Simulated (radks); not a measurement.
Results of a calculation; reference values are marked as such.
Species: Sc5+. Configuration: [Ne] 3s2 3p4.

Code: a radial shooting solver on a logarithmic mesh with Libxc functionals. Model: Dirac Kohn-Sham, PBE, spin-unpolarised, spherical densities, finite nucleus; open shells fill j = l - 1/2 first; Fermi nuclear charge, rms radius 3.5459 fm.

Energy parts (hartree):
total: -756.29910
kinetic: 763.17060
electron-nucleus: -1751.87591
Hartree: 269.00946
exchange-correlation: -36.60325

Orbitals (lengths in bohr, moments of r in powers of bohr; r(max) is where P^2 peaks):
orbital,occ.,eigenvalue (hartree),<1/r>,<r>,r(max)
1s1/2,2,-164.6324,20.77,0.07304,0.04780
2s1/2,2,-20.40674,4.315,0.3426,0.2833
2p1/2,2,-17.36992,4.244,0.3050,0.2306
2p3/2,4,-17.19847,4.195,0.3076,0.2327
3s1/2,2,-4.62490,1.396,1.009,0.8993
3p1/2,2,-3.80724,1.302,1.050,0.9188
3p3/2,2,-3.78398,1.293,1.056,0.9240

The highest occupied level is 3p3/2 at -102.97 eV. For comparison, the ionisation energy in NIST's Atomic Spectra Database is 110.68 eV (semi-empirical). In exact Kohn-Sham theory the highest level is minus the ionisation energy, but local and semilocal functionals leave it too shallow, through self-interaction and a potential that decays too fast; potentials with the right tail come closer. The density falls to 0.001 e/bohr^3 at r = 2.46 bohr.

Beside tabulated values, note that spin-unpolarised runs miss the spin-polarisation part of the exchange energy of open shells.
